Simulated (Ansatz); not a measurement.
Constitutional and geometric isomers with formula H5FSi3. Isolated molecules, 0 K electronic values unless said otherwise. One relaxed conformer stands for each flexible species; it need not be the lowest. Strings in code marks are SMILES.

Quantity: electronic energy of isomers of H5FSi3 relative to `F[SiH2][SiH]=[SiH2]` (F–Si–Si–Si torsion 1°), in kJ/mol. The restricted reference of `F[Si](=[SiH2])[SiH3]`, `F/[SiH]=[SiH]/[SiH3]`, `F/[SiH]=[SiH]\[SiH3]` and `F[SiH2][SiH]=[SiH2]` is unstable towards unrestricted orbitals.

A: `F/[SiH]=[SiH]/[SiH3]`
B: `F[Si](=[SiH2])[SiH3]`
C: `F/[SiH]=[SiH]\[SiH3]`

Question: Rank these by electronic energy of isomers of H5FSi3 relative to `F[SiH2][SiH]=[SiH2]` (F–Si–Si–Si torsion 1°) (lowest first), as frozen-core CCSD(T)/cc-pVTZ // ωB97X-D3(BJ)/def2-TZVP (Ansatz, a first-principles code) gives it.

Answer: A (8.85 kJ/mol), C (10.92 kJ/mol), B (23.15 kJ/mol)
